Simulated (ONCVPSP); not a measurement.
B: one change to an ONCV potential, before and after

```
Element                 : boron (B)
Generator               : ONCVPSP 4.0.1
Type                    : optimised norm-conserving Vanderbilt (ONCV)
Functional              : PW91
Relativity              : scalar-relativistic
Frozen core             : [He]
Valence charge          : 3
Reference configuration : 2s2 2p1
Partial waves           : 2s: rc 1.20 bohr, ncon 5, nbas 10, qcut 4.4 1/bohr, 2 projectors, debl 2.6 Ha; 2p: rc 2.80 bohr, ncon 4, nbas 8, qcut 3.8 1/bohr, 2 projectors, debl 0.4 Ha
Local potential         : polynomial inside 0.90 bohr (lpopt 5, dvloc0 3 Ha)
Core correction         : Teter function, fcfact 2.75, rcfact 1.3
```

Change: p: qcut 5.6.

Cutoffs: the cutoffs (Ha) at which the residual kinetic energy of the hardest occupied pseudo-wave falls to 1 and 0.1 mHa per electron; they do not see the model core or the augmentation charge, which bear on the density cutoff. Errors are all-electron minus pseudo energies relative to the spin-unpolarised reference configuration.

Q: How do hardness, ghosts and transferability respond?

A: The potential gets neither clearly harder nor softer (12 Ha and 54 Ha → 12 Ha and 54 Ha); the s channel sets the loose cutoff, while the largest relative change is in p, which becomes harder; of the 4 tests that both files solve, the error grows in 0 and shrinks in 4 by more than 15 % and 0.3 meV (median size 66.4 → 35.5 meV); neither file shows a bound ghost.

| quantity | base | changed |
| --- | --- | --- |
| cutoff, loose | 12 Ha | 12 Ha |
| cutoff, tight | 54 Ha | 54 Ha |
| loose cutoff by channel | s 12 Ha, p 5.8 Ha | s 12 Ha, p 8.2 Ha |
| bound ghosts | none | none |
| GHOST(+) flags under 300 eV | none | none |
| error for 2s2 2p0, meV [ΔE 8.27 eV] | +95 | +51 |
| error for 2s1 2p0, meV [ΔE 33.74 eV] | +307 | +183 |
| error for 2s2 2p0.5, meV [ΔE 2.91 eV] | +14 | +7.2 |
| error for 2s1 2p1, meV [ΔE 14.41 eV] | -38 | -20 |
| s: phases at 1.22 bohr within 0.05 rad from the reference energy up to (Ha; the scan ends near 5) | to the end of the scan | to the end of the scan |
| p: phases at 2.84 bohr within 0.05 rad from the reference energy up to (Ha; the scan ends near 5) | 3.1 | 3.0 |
| rms error of d²Exc/dni dnj with the model core, mHa | 1.61 | 1.72 |
